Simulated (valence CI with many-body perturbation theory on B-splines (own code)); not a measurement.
Mo36+: calculated level list

Computed by valence CI with perturbative core correlation (CI+MBPT): four valence electrons over a frozen Dirac-Fock core [He], radial functions for each j: 11 s, 11 p, 10 d, 8 f, 5 g, 2 h, with the one-electron correlation potential Σ1, the two-electron term Σ2, the three-electron term Σ3, Breit, model QED; selected CI, second order for the rest, scaled by the run's own slope (own B-spline code, finite nucleus).

No measured spectrum was set against this ion. As an estimate, large intervals hold to a few tenths of a per cent, small ones and those within an open d or f shell to about a per cent. Among the levels kept, up to 970 cm⁻¹ of a level comes from second order outside the variational space, and about a tenth of that is noise between levels of different J, which matters for small intervals.

Levels 136 to 180 of 200, with energies above the lowest level, (2s^2 2p1/2^2) J=0. "Leading %" is the weight of the configuration and term that name the level; weights of strongly mixed levels are sums over their largest components and can fall short. In the jj column 3d3/2^4 stands for four electrons in 3d with j = 3/2. Lifetimes count E1, E2, E3, M1 and M2 decay at the calculated energies, and are blank where another channel may lead or the interval is too uncertain; long ones can be off by a factor of two.

| No. | Configuration | Term | J | E (eV) | Leading % | Second component | Lifetime | Leading jj |
| --- | --- | --- | --- | --- | --- | --- | --- | --- |
| 136 | 2s 2p2 3p | 3D° | 2 | 3304.8 | 37 | 25 % 2s 2p2 3p 1D° | 60.3 fs | 2s 2p3/2^2 3p1/2 (92 %) |
| 137 | 2s 2p2 3d | 3F | 4 | 3319.7 | 55 | 27 % 2s 2p2 3d 5D | 19.3 fs | 2s 2p3/2^2 3d5/2 (82 %) |
| 138 | 2s 2p2 3d | 3D | 3 | 3320.5 | 34 | 21 % 2s 2p2 3d 5D | 6.78 fs | 2s 2p3/2^2 3d3/2 (74 %) |
| 139 | 2s 2p2 3d | 3G | 5 | 3321.4 | 59 | 40 % 2s 2p2 3d 5F | 39.6 ps | 2s 2p3/2^2 3d5/2 (93 %) |
| 140 | 2s 2p2 3d | 3D | 2 | 3321.5 | 33 | 18 % 2s 2p2 3d 3P | 6.55 fs | 2s 2p3/2^2 3d3/2 (91 %) |
| 141 | 2s 2p2 3d | 3P | 1 | 3324.1 | 35 | 22 % 2s 2p2 3d 5P | 7.28 fs | 2s 2p3/2^2 3d3/2 (85 %) |
| 142 | 2s 2p2 3p | 3D° | 3 | 3325.9 | 69 | 12 % 2s 2p2 3p 3F° | 38.6 fs | 2s 2p3/2^2 3p3/2 (90 %) |
| 143 | 2s 2p2 3p | 3P° | 0 | 3326.0 | 61 | 38 % 2s 2p2 3p 1S° | 679 fs | 2s 2p3/2^2 3p3/2 (92 %) |
| 144 | 2p3 3p | 3D | 3 | 3327.1 | 39 | 38 % 2p3 3p 5P | 31.6 fs | 2p1/2^2 2p3/2 3p3/2 (93 %) |
| 145 | 2p3 3p | 3P | 1 | 3327.9 | 38 | 18 % 2p3 3p 1P | 20.9 fs | 2p1/2^2 2p3/2 3p3/2 (91 %) |
| 146 | 2s 2p2 3d | 3F | 4 | 3329.0 | 44 | 29 % 2s 2p2 3d 1G | 9.86 fs | 2s 2p3/2^2 3d3/2 (82 %) |
| 147 | 2s 2p2 3p | 3P° | 2 | 3329.8 | 81 | 6 % 2s 2p2 3p 3D° | 155 fs | 2s 2p3/2^2 3p3/2 (94 %) |
| 148 | 2s 2p2 3p | 1P° | 1 | 3331.5 | 49 | 35 % 2s 2p2 3p 3P° | 22.2 fs | 2s 2p3/2^2 3p3/2 (92 %) |
| 149 | 2s 2p2 3d | 3P | 0 | 3335.6 | 60 | 33 % 2s 2p2 3d 1S | 15.7 fs | 2s 2p3/2^2 3d5/2 (84 %) |
| 150 | 2s 2p2 3p | 3P° | 2 | 3337.2 | 45 | 34 % 2s 2p2 3p 1D° | 540 fs | 2s 2p3/2^2 3p3/2 (93 %) |
| 151 | 2p3 3p | 3P | 2 | 3340.2 | 34 | 20 % 2p3 3p 5P | 25.1 fs | 2p1/2^2 2p3/2 3p3/2 (88 %) |
| 152 | 2s 2p2 3d | 3D | 3 | 3341.4 | 40 | 26 % 2s 2p2 3d 1F | 7.81 fs | 2s 2p3/2^2 3d5/2 (77 %) |
| 153 | 2s 2p2 3d | 3S | 1 | 3341.9 | 28 | 26 % 2s 2p2 3d 1P | 7.98 fs | 2s 2p3/2^2 3d5/2 (85 %) |
| 154 | 2s 2p2 3d | 3P | 2 | 3345.9 | 37 | 26 % 2s 2p2 3d 1D | 6.00 fs | 2s 2p3/2^2 3d5/2 (89 %) |
| 155 | 2s 2p2 3p | 1P° | 1 | 3348.1 | 35 | 15 % 2s 2p2 3p 3S° | 61.2 fs | 2s 2p3/2^2 3p3/2 (72 %) |
| 156 | 2p3 3s | 5S° | 2 | 3352.9 | 45 | 39 % 2p3 3s 3D° | 84.2 fs | 2p1/2 2p3/2^2 3s (94 %) |
| 157 | 2p3 3p | 3P | 0 | 3353.5 | 79 | 18 % 2p3 3p 1S | 24.8 fs | 2p1/2^2 2p3/2 3p3/2 (90 %) |
| 158 | 2p3 3s | 3S° | 1 | 3363.7 | 38 | 36 % 2p3 3s 3D° | 42.1 fs | 2p1/2 2p3/2^2 3s (74 %) |
| 159 | 2p3 3d | 3D° | 2 | 3366.1 | 32 | 20 % 2p3 3d 5D° | 227 fs | 2p1/2^2 2p3/2 3d3/2 (92 %) |
| 160 | 2p3 3s | 3D° | 3 | 3368.2 | 28 | 22 % 2p3 3d 5D° | 73.5 fs | 2p1/2^2 2p3/2 3d3/2 (53 %) |
| 161 | 2p3 3s | 3D° | 3 | 3370.4 | 63 | 7 % 2p3 3d 3F° | 61.9 fs | 2p1/2 2p3/2^2 3s (63 %) |
| 162 | 2p3 3d | 5D° | 1 | 3371.5 | 39 | 24 % 2p3 3d 3P° | 35.6 fs | 2p1/2^2 2p3/2 3d3/2 (93 %) |
| 163 | 2p3 3d | 3P° | 0 | 3371.7 | 48 | 41 % 2p3 3d 5D° | 674 fs | 2p1/2^2 2p3/2 3d3/2 (94 %) |
| 164 | 2s 2p2 3d | 3D | 1 | 3372.6 | 48 | 30 % 2s 2p2 3d 1P | 7.79 fs | 2s 2p3/2^2 3d3/2 (81 %) |
| 165 | 2p3 3s | 1D° | 2 | 3374.4 | 63 | 29 % 2p3 3s 3D° | 33.9 fs | 2p1/2 2p3/2^2 3s (93 %) |
| 166 | 2p3 3d | 3F° | 4 | 3376.4 | 40 | 39 % 2p3 3d 5D° | 2.92 ps | 2p1/2^2 2p3/2 3d5/2 (95 %) |
| 167 | 2s 2p2 3d | 3F | 3 | 3377.1 | 43 | 26 % 2s 2p2 3d 3D | 8.56 fs | 2s 2p3/2^2 3d3/2 (58 %) |
| 168 | 2s 2p2 3d | 3D | 2 | 3377.8 | 40 | 24 % 2s 2p2 3d 3F | 6.29 fs | 2s 2p3/2^2 3d3/2 (91 %) |
| 169 | 2s 2p2 3d | 3F | 4 | 3379.2 | 73 | 13 % 2s 2p2 3d 1G | 245 fs | 2s 2p3/2^2 3d5/2 (94 %) |
| 170 | 2s 2p2 3d | 3D | 2 | 3380.2 | 51 | 24 % 2s 2p2 3d 3P | 7.36 fs | 2s 2p3/2^2 3d3/2 (65 %) |
| 171 | 2s 2p2 3d | 3D | 1 | 3381.4 | 77 | 8 % 2s 2p2 3d 3P | 7.05 fs | 2s 2p3/2^2 3d3/2 (90 %) |
| 172 | 2s 2p2 3d | 3D | 3 | 3382.3 | 79 | 7 % 2s 2p2 3d 1F | 64.9 fs | 2s 2p3/2^2 3d5/2 (82 %) |
| 173 | 2p3 3d | 3D° | 2 | 3383.4 | 33 | 20 % 2p3 3d 5D° | 14.8 fs | 2p1/2^2 2p3/2 3d5/2 (89 %) |
| 174 | 2s 2p2 3d | 3P | 0 | 3385.8 | 79 | 18 % 2s 2p2 3d 1S | 5.44 fs | 2s 2p3/2^2 3d3/2 (91 %) |
| 175 | 2s 2p2 3d | 1F | 3 | 3387.3 | 49 | 30 % 2s 2p2 3d 3D | 4.45 fs | 2s 2p3/2^2 3d5/2 (72 %) |
| 176 | 2s 2p2 3d | 1D | 2 | 3389.3 | 55 | 27 % 2s 2p2 3d 3D | 51.9 fs | 2s 2p3/2^2 3d5/2 (85 %) |
| 177 | 2p3 3p | 5P | 1 | 3390.6 | 36 | 19 % 2p3 3p 3D | 21.1 fs | 2p1/2 2p3/2^2 3p1/2 (88 %) |
| 178 | 2s 2p2 3d | 3P | 1 | 3391.9 | 49 | 30 % 2s 2p2 3d 1P | 6.08 fs | 2s 2p3/2^2 3d5/2 (74 %) |
| 179 | 2p3 3d | 3D° | 3 | 3393.8 | 38 | 20 % 2p3 3d 1F° | 6.52 fs | 2p1/2^2 2p3/2 3d5/2 (79 %) |
| 180 | 2p3 3d | 3D° | 1 | 3396.0 | 26 | 16 % 2p3 3s 3P° | 8.73 fs | 2p1/2^2 2p3/2 3d5/2 (70 %) |

Where two levels of one J and parity lie close, their mixing, g and order are uncertain.
